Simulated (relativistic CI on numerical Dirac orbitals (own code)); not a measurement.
# Sensitivity of the levels of Os38+ to α and to the nuclear radius

Method of calculation: Dirac-Coulomb-Breit CI, KLI orbitals optimised for each configuration, derivatives by finite differences, unscaled Slater integrals, QED left out (own radial code, finite nucleus).

CI space (outside the closed core [Ar] 3d10): 4s2.4p6.4d2, 4s2.4p6.4d.4f, 4s2.4p5.4d3, 4s.4p6.4d2.4f, 4s2.4p6.4f.5s, 4s2.4p6.4f2, 4s.4p6.4f3, 4p6.4d4, 4p5.4d5. Double excitations out of closed p, d and f shells are left out; levels of such configurations are missing from the list, as are those of other unlisted configurations, and high levels can miss mixing partners.

With x = (α/α₀)² − 1 an excitation energy changes as ω = ω₀ + qx; K = 2q/ω₀ is the relative enhancement. Terms are leading LS components, so labels can repeat. The field-shift factor is F = δν/δ⟨r²⟩ for the transition from the lowest level.

Lowest level 4s2.4p6.4d2 3F_2.

| Level | ω₀ (cm⁻¹) | q (cm⁻¹) | F (GHz/fm²) |
| --- | --- | --- | --- |
| 4s2.4p6.4d2 3P_0 | 69702 | 6711 | 0.408 |
| 4s2.4p6.4d2 3F_3 | 163010 | 175800 | 5.21 |
| 4s2.4p6.4d2 3P_2 | 196828 | 174700 | 5.45 |
| 4s2.4p6.4d2 3P_1 | 208665 | 176700 | 5.58 |
| 4s2.4p6.4d2 1G_4 | 209238 | 180900 | 5.67 |
| 4s2.4p6.4d2 3F_4 | 355198 | 347500 | 10.6 |
| 4s2.4p6.4d2 3P_2 | 378148 | 353200 | 10.9 |
| 4s2.4p6.4d2 1S_0 | 454070 | 347900 | 10.6 |
| 4s2.4p5.4d3 3D°_2 | 1303498 | 71720 | 9.98 |
| 4s2.4p5.4d3 5D°_1 | 1316898 | 83010 | 10.7 |
| 4s2.4p5.4d3 5D°_0 | 1333945 | 77540 | 11.4 |
| 4s2.4p5.4d3 3F°_3 | 1346958 | 72710 | 9.54 |
| 4s2.4p5.4d3 5F°_3 | 1433423 | 235900 | 14.5 |

At this charge energies of transitions that change n are usually good to better than 1 %, and those within a shell (Δn = 0) to a few per cent. Terms inside the open d or f shell come out 10 to 20 % too wide with unscaled integrals.

Problem. Which transition from the lowest level has the largest |K|?

Solution. 4s2.4p6.4d2 3F_3 at 163010 cm⁻¹, K = 2.16.
